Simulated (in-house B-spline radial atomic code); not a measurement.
How numerical settings move a run on As II (As+), [Ar] 3d10 4s2 4p2. Computed with an all-electron radial atomic-structure program (B-spline basis): Dirac-Hartree-Fock, average of configuration, Fermi nucleus of rms radius 4.0968 fm.

Command:
```bash
python run_scf.py task.json out
```
Settings of the sound reference run:
```
Z                33
electrons        32
configuration    [Ar] 3d10 4s2 4p2
hamiltonian      dirac
method           hf
spin_polarised   False
nucleus          fermi
rms_radius       4.0968
mass_number      75
atomic_mass      74.92159
speed_of_light   137.036
knot_spacing     0.22
spline_order     8
gauss_points     12
box_radius       35.29
max_iterations   70
damping          0.5
damped_steps     3
diis_vectors     10
tolerance        1e-08
start            Thomas-Fermi
```

Time taken, with all properties: 0.91 s on 1 thread of Intel(R) Xeon(R) 6975P-C (shared host).

It converges in 10 iterations to -2259.134741 hartree, with 4p3/2 at -17.575 eV. The other runs change the listed settings, some to values that make no sense; their results aren't properties of the atom or ion. Radii are in bohr (the nuclear one in fm), a minus after a letter asks for a j subshell, and «unchanged» means within 1e-8 hartree. The run stops when the residual is below 10 × tolerance × max(1, Z/10), or a noise floor if that is larger, and the energy moves by less than 1e-8 × √|E| hartree; so very loose and very tight tolerances often act alike.

| changed settings | outcome |
| --- | --- |
| knot_spacing = 0.55 | converged in 10 iterations, energy +3.45e-02 hartree from the reference, 4p3/2 level -1.3e-03 eV |
| knot_spacing = 0.3, box_radius = 17.64, max_iterations = 5, damped_steps = 1 | not converged after 5 iterations, last residual 3.6e-04, last energy +3.48e-06 hartree from the reference |
| knot_spacing = 0.15, spline_order = 7, max_iterations = 3, damping = 0.8 | not converged after 3 iterations, last residual 3.8e-02, last energy +7.33e-02 hartree from the reference |
| knot_spacing = 0.75 | converged in 10 iterations, energy +1.19e+00 hartree from the reference, 4p3/2 level -2.4e-02 eV |
| box_radius = 10.59 | converged in 10 iterations, energy +1.42e-06 hartree from the reference, 4p3/2 level +7.7e-05 eV (the program warns: 4p3/2 reaches the box edge; 4p1/2 reaches the box edge) |
| box_radius = 5.29 | converged in 9 iterations, energy +2.14e-02 hartree from the reference, 4p3/2 level +4.8e-01 eV (the program warns: 4p3/2 reaches the box edge; 4s1/2 reaches the box edge) |
| speed_of_light = 24.76241 | stopped with error: Z/c is past the critical charge |
| knot_spacing = 0.3 | converged in 10 iterations, energy +2.01e-06 hartree from the reference |
| spline_order = 7 | converged in 10 iterations, energy +7.44e-08 hartree from the reference |
| box_radius = 2.12 | converged in 9 iterations, energy +5.46e+00 hartree from the reference, 4p3/2 level +5.0e+01 eV (the program warns: 4p3/2 has a positive eigenvalue: unbound, held by the box; 4s1/2 has a positive eigenvalue: unbound, held by the box) |
| spline_order = 5 | converged in 10 iterations, energy +2.43e-05 hartree from the reference, 4p3/2 level -7.0e-07 eV |
| knot_spacing = 1.4 | converged in 10 iterations, energy +1.69e+02 hartree from the reference, 4p3/2 level -1.5e+00 eV (the program warns: 4p3/2 reaches the box edge; 1s1/2 reaches the box edge) |
| electrons = 35, configuration = [Ar] 3d10 4s2 4p2 5s3, max_iterations = 75 | stopped with error: shell 5s holds at most 2 electrons |
| knot_spacing = 1 | converged in 10 iterations, energy +2.62e+01 hartree from the reference, 4p3/2 level -5.1e-01 eV (the program warns: 2s1/2 reaches the box edge; 2p1/2 reaches the box edge) |
| box_radius = 3.53 | converged in 9 iterations, energy +4.12e-01 hartree from the reference, 4p3/2 level +5.9e+00 eV (the program warns: 4p3/2 reaches the box edge; 3p1/2 reaches the box edge) |
| spline_order = 4 | converged in 10 iterations, energy +8.25e-04 hartree from the reference, 4p3/2 level -1.3e-05 eV |
| first_knot = 0.00303, max_iterations = 75, damped_steps = 8, start = bare nucleus | converged in 15 iterations, energy -3.97e-03 hartree from the reference, 4p3/2 level +8.5e-05 eV |
| box_radius = 7.06 | converged in 10 iterations, energy +1.01e-03 hartree from the reference, 4p3/2 level +3.3e-02 eV (the program warns: 4p3/2 reaches the box edge; 4s1/2 reaches the box edge) |

Q: What happens with knot_spacing = 1, max_iterations = 75, damping = 0.95?

A: Converged in 11 iterations, energy +2.62e+01 hartree from the reference, 4p3/2 level -5.1e-01 eV (the program warns: 2s1/2 reaches the box edge; 2p1/2 reaches the box edge).

Q: What happens with knot_spacing = 2?

A: Converged in 9 iterations, energy +4.09e+02 hartree from the reference, 4p3/2 level -2.0e+00 eV (the program warns: 4p3/2 reaches the box edge; 1s1/2 reaches the box edge).

Q: What happens with knot_spacing = 0.4?

A: Converged in 10 iterations, energy +4.47e-04 hartree from the reference, 4p3/2 level +1.3e-05 eV.

Q: What happens with electrons = 37, configuration = [Ar] 3d10 4s2 4p7, max_iterations = 60?

A: Stopped with error: shell 4p holds at most 6 electrons.
